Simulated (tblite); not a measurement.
Species: C4H12F2GaNO.
SMILES with atom numbers: `[CH3:1][N+:2]([CH3:3])([CH3:4])[GaH2-:5][O:6][CH:7]([F:8])[F:9]` (hydrogens: H10, H11, H12 on C1; H13, H14, H15 on C3; H16, H17, H18 on C4; H19, H20 on Ga5; H21 on C7)

Structure used (GFN2-xTB), in Å, numbered top down from 1:
```xyz
21
C4H12F2GaNO angstrom
C     -0.853    1.140   -1.033
N     -0.922   -0.079   -0.237
C     -1.719   -1.084   -0.927
C     -1.495    0.203    1.073
Ga     1.072   -0.817    0.049
O      1.617    0.722    1.030
C      2.884    0.578    0.928
F      3.358    0.917   -0.313
F      3.240   -0.810    0.970
H     -1.848    1.563   -1.209
H     -0.234    1.869   -0.509
H     -0.380    0.914   -1.992
H     -1.729   -2.001   -0.337
H     -2.748   -0.741   -1.085
H     -1.260   -1.306   -1.891
H     -1.503   -0.715    1.663
H     -0.864    0.932    1.581
H     -2.516    0.591    0.989
H      1.592   -0.914   -1.391
H      0.786   -2.025    0.962
H      3.515    1.079    1.679
```

Computed values, GFN2-xTB/tblite, gas phase, harmonic and unscaled. Errors from tens to a few hundred cm⁻¹ against measured bands are possible. Modes of hydrogen on gallium can be 10 to 20 % off. One conformer, not necessarily the lowest.

Harmonic wavenumbers (cm⁻¹): 45.6, 55.7, 87.9, 100.1, 149.9, 158.3, 170.4, 201.4, 212.7, 261.1, 263.5, 343.5, 413.7, 424.7, 434.9, 453.9, 478.6, 513.1, 548.9, 633.0, 638.4, 693.7, 754.1, 879.2, 925.2, 1023.4, 1039.8, 1040.8, 1081.1, 1083.3, 1211.9, 1223.0, 1258.8, 1259.6, 1272.3, 1310.6, 1402.3, 1406.0, 1425.1, 1454.4, 1463.9, 1467.8, 1470.3, 1474.6, 1485.8, 1747.6, 1775.6, 2869.9, 2933.6, 2935.0, 2939.8, 2979.5, 2982.7, 2996.6, 3001.5, 3002.7, 3008.0.

A = 2354, B = 744.3, C = 697.3 MHz; mass 197.014 u (most abundant isotopes); point group C1, symmetry number 1.

Problem. Zero-point energy?

Solution. Half the sum of the wavenumbers: 34434 cm⁻¹ = 411.93 kJ/mol.

Problem. Entropy at 298.15 K, 1 bar (ideal gas, RRHO, classical rotation)?

Solution. Translation 174.75, rotation 125.33, vibration 170.33: S = 470.4 J/(mol K).

Problem. And Cp and H(298.15 K) − H(0)?

Solution. Cp = 198.63 J/(mol K), of which vibrations give 165.37 (their classical limit is 57 R = 473.9); H(298.15 K) − H(0) = 36.43 kJ/mol without the zero-point energy, 26.52 from vibrations.

Problem. Blend soft modes into free rotors: weight 1/[1 + (100 cm⁻¹/ν̃)⁴] for the oscillator and the rest for a rotor with moment μB/(μ + B), μ = h/(8π²ν), B = 10⁻⁴⁴ kg m². What vibrational entropy results?

Solution. 157.08 J/(mol K) in place of 170.33, which changes −T·S at 298.15 K by +3.95 kJ/mol.

Problem. What must be added to the electronic energy to get the Gibbs energy at 298.15 K and 1 bar?

Solution. ZPE + [H(298.15 K) − H(0)] − T·S = 411.93 + 36.43 − 140.25 = 308.11 kJ/mol.

Problem. How do the functions run with temperature in this model?

Solution. 
```
T (K)  S (J/(mol K))  Cp (J/(mol K))  H − H(0) (kJ/mol)  G − H(0) (kJ/mol)  ln q(vib)
  100          314.4            99.0               6.38             -25.06       2.42
  200          400.6           153.4              19.12             -60.99       6.19
  300          471.6           199.4              36.80            -104.69       9.85
  500          592.9           278.4              84.95            -211.49      16.71
  800          742.4           356.9             181.28            -412.61      25.99
 1000          825.9           390.9             256.24            -569.61      31.58
```

q(vib) and H(0) count from the zero-point level.

Problem. Which modes carry the vibrational entropy at 298.15 K?

Solution. 45.6 cm⁻¹: 20.92; 55.7 cm⁻¹: 19.26; 87.9 cm⁻¹: 15.51; 100.1 cm⁻¹: 14.44; 149.9 cm⁻¹: 11.19; 158.3 cm⁻¹: 10.75 J/(mol K); the other 51 give 78.26 together.

Hindered rotation and anharmonicity are outside this model. Other conformers, if any are populated, would add a mixing term that is left out. The structure is chiral; the term R ln 2 for an equal mix with its mirror image is left out.
